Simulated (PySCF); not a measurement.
Compounds:

A. `C#C/C(=C/[SiH3])C(F)(F)F`
B. `FC(F)(F)C(F)(F)CO[SiH3]`
C. `[Si](C)(C)(C)[Si](Cl)(Cl)Cl`

Spectrum 1. ¹H NMR (300 MHz, computed): δ 4.98 (s, 3H), 4.24 (m, 2H). ¹³C{¹H} NMR (computed): δ 128.7 (C), 121.4 (C), 67.1 (CH2).

Spectrum 2. ¹H NMR (300 MHz, computed): δ 7.25 (m, 1H), 4.29 (d, 3H), 2.97 (s, 1H). ¹³C{¹H} NMR (computed): δ 148.6 (CH), 136.8 (C), 133.1 (C), 93.4 (CH), 83.7 (C).

Spectrum 3. ¹H NMR (300 MHz, computed): δ 0.23 (s, 9H). ¹³C{¹H} NMR (computed): δ -2.8 (CH3).

[PySCF: shielding tensors at PBE0/pcSseg-1 (GIAO); geometry: GFN2-xTB; no solvent model; non-relativistic; a single conformation; averaged over atoms made equivalent by symmetry, fast rotation or ring inversion]

δ = σ(ref) − σ, references computed at the same level: TMS for ¹H (σref 31.72) and ¹³C (σref 186.93). Splittings of carbon signals by F and P are missing where no couplings were computed. Where no couplings were computed, multiplicities follow the n + 1 count of equivalent neighbours, and m marks all less simple cases (inequivalent or close neighbours, rings, F or P nearby). Shifts are as computed. Against solution values, carbons near 30 ppm lie about +3 ppm off and those near 130 ppm about +5 ppm. Of 1211 compounds with measured shifts, 218 miss one by over three times the rms of a fit or turn the order of signals round; such compounds aren't used in these exercises.

**Question.** Match each spectrum to its structure.

**Answer.** 1–B, 2–A, 3–C.

- Spectrum 1 (B): 3 ¹³C signals; δC 128.7 is a CF3 carbon; δC 121.4 is a fully substituted sp3 carbon bonded to 2 F.
- Spectrum 2 (A): 5 ¹³C signals; δC 148.6 is an alkene CH; δC 136.8 is a fully substituted alkene carbon.
- Spectrum 3 (C): a single ¹³C signal, at -2.8 ppm (methyl carbon bonded to Si); δH 0.23 is the hydrogen on a methyl carbon bonded to Si.
